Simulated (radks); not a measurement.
Polarisability of the zinc ion Zn+, [Ar] 3d10 4s1, at imaginary frequency. All-electron calculation, non-relativistic Kohn-Sham, LDA (Slater exchange, VWN5 correlation), spin-polarised, spherical densities, point nucleus; open shells are filled with parallel spins first. Program: a radial shooting solver on a logarithmic mesh with Libxc functionals. Response by self-consistent Sternheimer equations with the Hartree and adiabatic LDA kernel.

w (hartree),alpha1(iw) (bohr^3),alpha2(iw) (bohr^5)
0.00266,16.97,71.08
0.0143,16.93,71.01
0.0360,16.68,70.63
0.0697,15.93,69.40
0.118,14.34,66.51
0.186,11.86,60.90
0.280,8.960,51.92
0.413,6.327,40.16
0.605,4.298,27.76
0.892,2.853,17.17
1.35,1.839,9.580
2.12,1.112,4.806
3.59,0.5893,2.085
6.94,0.2393,0.6978
17.5,0.05494,0.1320

Static values: alpha1 = 16.97 bohr^3 (2.515 angstrom^3; uncoupled 24.02), alpha2 = 71.08 bohr^5, alpha3 = 648.8 bohr^7. C6 = 70.86, C8 = 1781, triple-dipole C9 = 818.4 atomic units. One-pole (London) frequency 4 C6 / (3 alpha1^2) = 0.328 hartree, against 0.533 for minus the highest occupied eigenvalue. The dipole shielding factor is 0.967, as the force sum rule N/Z = 0.967 demands.
